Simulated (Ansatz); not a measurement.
Cost and result for the atomization energy of `[SiH3][N]([SiH3])[Mg][Cl]` (11 atoms, 10 bonds).

```xyz
11

Si   -1.5224   -0.2964    0.5939
N     0.0247   -0.0689   -0.1029
Si    1.2472    0.9911    0.4560
Mg    0.4335   -1.0973   -1.6578
Cl    0.8967   -2.2689   -3.4286
H    -2.3589    0.9371    0.5983
H    -2.2287   -1.3207   -0.2438
H    -1.4740   -0.8121    1.9914
H     0.8441    2.4258    0.4390
H     2.4119    0.8360   -0.4769
H     1.7259    0.6743    1.8313
```

Total charge 0; spin multiplicity 1. Correlated methods include outer-core shells of Mg, which these sets cover unevenly. All single points use the PBE0-D4/def2-TZVP geometry. It is one conformer, not always the lowest. Program: Ansatz. All runs use 4 threads of an Arm Neoverse V2 on a shared host. Times are those of one run each, without the atoms' runs, and a repeat can differ threefold. Electronic energies, without spin–orbit coupling; frozen cores. CCSD(T)/CBS adds CCSD(T) − MP2 in def2-TZVPP to the MP2 limit, and its time is that of the two runs behind it. T1 = 0.010. With those shells the extrapolation isn't a true limit. B3LYP takes the VWN-RPA correlation (the form of Gaussian; ORCA's B3LYP/G). HSE06 is the plane-wave form, built on full-range PBE exchange.

CCSD(T)/CBS is a level of theory with its own doubt, some kJ/mol a heavy atom from the limit and from the frozen cores, so smaller differences don't rank the functionals.

```tsv
level	functions	wall time
LDA (SPW92)/def2-TZVPP	273	1.4 s
BHLYP-D4/def2-TZVPP	273	3.6 s
HSE06-D4/def2-TZVPP	273	3.7 s
CAM-B3LYP-D4/def2-TZVPP	273	3.8 s
B3LYP-D4/def2-TZVPP (with forces)	273	5.5 s
r2SCANh-D4/def2-TZVPP	273	6 s
CCSD(T)/def2-SVP	116	6 s
ωB97X-V/def2-TZVPP	273	9 s
B97M-V/def2-TZVPP	273	9.5 s
ωB97M-V/def2-TZVPP (with forces)	273	14 s
MP2/def2-QZVPP	510	20 s
CCSD(T)/def2-TZVPP	273	3.4 min
CCSD(T)/CBS(def2)	–	3.7 min
```

What atomization energy does each give, and how far from CCSD(T)/CBS? (Estimate.)

Computed: 
| level | atomization (kJ/mol) | difference from CCSD(T)/CBS | per bond |
| --- | --- | --- | --- |
| LDA (SPW92)/def2-TZVPP | 3668.3 | 309.0 | 30.9 |
| BHLYP-D4/def2-TZVPP | 3279.4 | -79.9 | -8.0 |
| HSE06-D4/def2-TZVPP | 3285.2 | -74.1 | -7.4 |
| CAM-B3LYP-D4/def2-TZVPP | 3340.4 | -18.9 | -1.9 |
| B3LYP-D4/def2-TZVPP (with forces) | 3321.2 | -38.1 | -3.8 |
| r2SCANh-D4/def2-TZVPP | 3324.1 | -35.2 | -3.5 |
| CCSD(T)/def2-SVP | 3085.6 | -273.7 | -27.4 |
| ωB97X-V/def2-TZVPP | 3366.6 | 7.3 | 0.7 |
| B97M-V/def2-TZVPP | 3347.8 | -11.5 | -1.1 |
| ωB97M-V/def2-TZVPP (with forces) | 3332.5 | -26.8 | -2.7 |
| MP2/def2-QZVPP | 3340.6 | -18.7 | -1.9 |
| CCSD(T)/def2-TZVPP | 3236.6 | -122.7 | -12.3 |
| CCSD(T)/CBS(def2) | 3359.3 | 0.0 | 0.0 |

At CCSD(T), def2-SVP lies −273.8 kJ/mol from the extrapolated value and def2-TZVPP −122.7 kJ/mol: correlation converges slowly with the basis, and small sets miss more of it in the bonded molecule than in its fragments. The D4 term adds +45.3 kJ/mol with B3LYP and +24.1 kJ/mol with PBE0; it sums over pairs of atoms, weighted by their polarisabilities, and B3LYP, whose exchange is more repulsive, gets the larger term. From r2SCAN to r2SCAN0 (25 % exact exchange), in def2-TZVPP and without D4, the atomization energy moves by −36.4 kJ/mol: exact exchange takes away binding that semilocal exchange gives to molecules.
